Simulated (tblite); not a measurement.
Species: C₉H₁₄.
Structure used (GFN2-xTB), in Å, numbered top down from 1:
```
atom  x, y, z in Å
C1    -3.2948    1.3652   -0.7168
C2    -2.1856    0.8904   -0.1492
C3    -1.9556    1.0114    1.3271
C4    -1.1742    0.2430   -0.9689
C5    -0.0103   -0.2798   -0.5945
C6     1.0566   -0.9562   -1.4123
C7     1.8494   -1.2175   -0.1146
C8     3.2418   -0.6157   -0.0683
C9     0.7637   -0.4638    0.6831
H10   -4.0642    1.8536   -0.1437
H11   -3.4696    1.2818   -1.7762
H12   -1.0323    1.5511    1.5260
H13   -2.7789    1.5421    1.7989
H14   -1.8738    0.0250    1.7789
H15   -1.4181    0.1910   -2.0244
H16    1.5623   -0.2916   -2.1136
H17    0.7292   -1.8430   -1.9548
H18    1.8983   -2.2774    0.1417
H19    3.6676   -0.7119    0.9287
H20    3.2085    0.4403   -0.3295
H21    3.8985   -1.1243   -0.7718
H22    1.1151    0.4650    1.1328
H23    0.2616   -1.0519    1.4504
```

Computed values, GFN2-xTB/tblite, gas phase, harmonic and unscaled. Errors from tens to a few hundred cm⁻¹ against measured bands are possible. One conformer, not necessarily the lowest.

Harmonic wavenumbers (cm⁻¹): 34.0, 54.0, 141.3, 162.7, 194.4, 218.7, 282.9, 341.1, 357.2, 374.8, 423.7, 505.1, 516.4, 684.1, 702.4, 787.2, 838.2, 872.2, 896.6, 901.9, 927.1, 955.6, 961.6, 988.5, 1024.7, 1033.3, 1038.5, 1064.4, 1119.4, 1133.2, 1149.2, 1202.1, 1228.1, 1233.6, 1251.4, 1305.5, 1329.5, 1331.8, 1395.9, 1411.4, 1425.3, 1444.8, 1457.0, 1481.9, 1490.1, 1500.9, 1502.8, 1673.3, 1736.5, 2960.3, 2972.8, 2978.7, 2991.2, 2992.4, 3021.0, 3023.7, 3026.6, 3030.5, 3031.5, 3033.8, 3042.0, 3103.2, 3127.6.

A = 4227, B = 807.5, C = 714.8 MHz; mass 122.110 u (most abundant isotopes); point group C1, symmetry number 1.

Task: Zero-point energy?

Result: Half the sum of the wavenumbers: 44211 cm⁻¹ = 126.41 kcal/mol.

Task: Give the ideal-gas entropy at 350 K and 1 bar in the rigid-rotor, harmonic-oscillator model (classical rotation).

Result: Translation 41.14, rotation 29.75, vibration 35.14: S = 106.0 cal/(mol K).

Task: And Cp and H(350 K) − H(0)?

Result: Cp = 46.31 cal/(mol K), of which vibrations give 38.36 (their classical limit is 63 R = 125.2); H(350 K) − H(0) = 9.23 kcal/mol without the zero-point energy, 6.44 from vibrations.

Task: What must be added to the electronic energy to get the Gibbs energy at 350 K and 1 bar?

Result: ZPE + [H(350 K) − H(0)] − T·S = 126.41 + 9.23 − 37.11 = 98.53 kcal/mol.

Task: Blend soft modes into free rotors: weight 1/[1 + (100 cm⁻¹/ν̃)⁴] for the oscillator and the rest for a rotor with moment μB/(μ + B), μ = h/(8π²ν), B = 10⁻⁴⁴ kg m². What vibrational entropy results?

Result: 31.98 cal/(mol K) in place of 35.14, which changes −T·S at 350 K by +1.10 kcal/mol.

Hindered rotation and anharmonicity are outside this model. Other conformers, if any are populated, would add a mixing term that is left out. The structure is chiral; the term R ln 2 for an equal mix with its mirror image is left out.
